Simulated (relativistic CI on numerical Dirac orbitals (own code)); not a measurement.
Calculated at this level of theory: Dirac-Coulomb-Breit CI, KLI orbitals optimised for each configuration, model QED, unscaled Slater integrals (own radial code, finite nucleus).

Configuration list (outside the closed core [Ar] 3d10): 4s2 4p5, 4s 4p6, 4s2 4p4 4d, 4s 4p5 4d, 4s2 4p4 4f, 4s 4p5 4f, 4p6 4d, 4s 4p4 4d2, 4s2 4p4 5s, 4s2 4p3 4d 4f, 4s2 4p4 5p, 4p6 4f, 4p6 5s, 4s 4p5 5s, 4s2 4p4 5d, 4s 4p4 4d 5s, 4s 4p5 5p, 4s2 4p3 4f 5s, 4s2 4p4 5f, 4s2 4p4 6s, 4p5 4d 4f, 4s2 4p4 5g, 4s2 4p4 6p, 4s 4p5 5d, 4s 4p4 4f2, 4s2 4p4 6d, 4s 4p4 5s2, 4s2 4p3 4d2, 4s2 4p2 4d3, 4s 4p3 4d3, 4s2 4p2 4d2 4f, 4s 4p3 4d2 4f, 4s2 4p2 4d2 5s, 4p5 4d2, 4p4 4d3, 4p4 4d2 4f, 4p4 4d2 5s, 4s2 4p3 5s2, 4s2 4p2 4d 5s2, 4s 4p3 4d 5s2, 4s2 4p2 4f 5s2, 4s 4p3 4f 5s2, 4p5 4d 5s, 4p4 4d 4f 5s, 4p4 4d 5s2. Double excitations out of closed p, d and f shells are left out; levels of such configurations are missing from the list, as are those of other unlisted configurations, and high levels can miss mixing partners. These lack a partner that the ground configuration has and come out too high: 4s2 4p4 5p, 4s 4p5 5s, 4s2 4p4 5d, 4s 4p5 5p, 4s2 4p4 5f.

At this charge energies of transitions that change n are usually good to better than 1 %, and those within a shell (Δn = 0) to a few per cent.

Outline of the computed level scheme of Cd XIV. Lowest level of each configuration: 4s2 4p5 2P°_3/2 at 0.000 eV; 4s 4p6 2S_1/2 at 45.226 eV; 4s2 4p4 4d 4D_5/2 at 58.943 eV; 4s 4p5 4d 4P°_1/2 at 103.084 eV.

Some strong electric-dipole decays among the lowest 45 levels: 4s2 4p4 4d 2D_5/2 → 4s2 4p5 2P°_3/2 (4.3e+11 s⁻¹); 4s2 4p4 4d 2D_3/2 → 4s2 4p5 2P°_1/2 (4.2e+11 s⁻¹); 4s2 4p4 4d 2P_3/2 → 4s2 4p5 2P°_3/2 (3.5e+11 s⁻¹); 4s2 4p4 4d 2S_1/2 → 4s2 4p5 2P°_3/2 (3.5e+11 s⁻¹); 4s2 4p4 4d 2P_1/2 → 4s2 4p5 2P°_1/2 (3.0e+11 s⁻¹); 4s2 4p4 4d 2P_1/2 → 4s2 4p5 2P°_3/2 (3.9e+10 s⁻¹); 4s2 4p4 4d 2S_1/2 → 4s2 4p5 2P°_1/2 (3.4e+10 s⁻¹); 4s2 4p4 4d 2D_5/2 → 4s2 4p5 2P°_3/2 (2.8e+10 s⁻¹).

LS names give the leading component of a level, which can be under half, so a name can repeat, a term be missing and a line seem to break the LS rules.
